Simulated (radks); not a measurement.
Results of a calculation; reference values are marked as such.
Q: Neutral erbium, 68 electrons, occupied as [Kr] 4d10 4f12 5s1.5 5p6 6s2 7s0.5 (fractional occupations, a model configuration). Level of theory: Dirac Kohn-Sham, PBEsol, spin-unpolarised, spherical densities, point nucleus; open shells are shared between the two j in proportion to 2j + 1 (a radial shooting solver on a logarithmic mesh with Libxc functionals). Some entries of the table are withheld. Estimate them.

| orbital | occ. | eigenvalue (eV) | <r> (bohr) | <1/r> (bohr^-1) |
|---|---|---|---|---|
| 1s1/2 | 2 | (1) | 0.02037 | 77.57 |
| 2s1/2 | 2 | -9623.448 | 0.08591 | 18.65 |
| 2p1/2 | 2 | -9166.606 | 0.07148 | 18.62 |
| 2p3/2 | 4 | -8250.204 | 0.07876 | 16.15 |
| 3s1/2 | 2 | -2159.435 | 0.2250 | 6.824 |
| 3p1/2 | 2 | -1959.027 | 0.2147 | 6.740 |
| 3p3/2 | 4 | -1766.575 | 0.2284 | 6.108 |
| 3d3/2 | 4 | -1423.800 | 0.2013 | 5.994 |
| 3d5/2 | 6 | -1381.726 | 0.2055 | 5.840 |
| 4s1/2 | 2 | -429.4619 | 0.5083 | 2.855 |
| 4p1/2 | 2 | -349.4275 | 0.5173 | 2.746 |
| 4p3/2 | 4 | -306.0806 | 0.5490 | 2.527 |
| 4d3/2 | 4 | -174.3878 | 0.5777 | 2.305 |
| 4d5/2 | 6 | -166.5150 | 0.5889 | 2.251 |
| 5s1/2 | 1.5 | -56.4153 | 1.247 | 1.071 |
| 5p1/2 | 2 | -34.6383 | 1.403 | 0.9408 |
| 5p3/2 | 4 | -29.1148 | 1.512 | 0.8634 |
| 4f5/2 | 5.14286 | -8.4700 | 0.8040 | 1.670 |
| 4f7/2 | 6.85714 | -7.3759 | 0.8227 | 1.642 |
| 6s1/2 | 2 | -5.7632 | 3.654 | 0.3443 |
| 6p1/2 | 0 | -2.5899 | 4.832 | 0.2609 |
| 6p3/2 | 0 | -2.2252 | 5.254 | 0.2406 |
| 7s1/2 | 0.5 | (2) | 11.09 | 0.1090 |

A: 
(1) 1s1/2 eigenvalue (eV): -57291.37
(2) 7s1/2 eigenvalue (eV): -0.9092
